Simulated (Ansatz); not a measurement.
CH3AlOS (`[OH][AlH][CH]=S`). The species carries charge 0 and has multiplicity 1.

```xyz
7

O    -1.0652   -0.0812    1.5291
Al   -0.8138   -0.3645   -0.1177
C     0.9416    0.1950   -0.8294
S     1.9778    0.8685    0.2178
H    -0.3570    0.3296    2.0299
H    -1.9592   -1.0380   -0.9634
H     1.2758    0.0905   -1.8662
```

(1) Give the diagnostics of a CCSD(T)/def2-TZVPP run (frozen core, the Gaussian-basis code of Ansatz). (Best estimate.)

## Answers

(1) Computed: T1 = 0.0157, largest single amplitude 0.026, largest double 0.098, (T) share of the correlation energy 4.3 %, 10 CCSD cycles. The RHF solution is unstable towards an unrestricted one. T1 lies under the customary mark of 0.02 for closed shells.
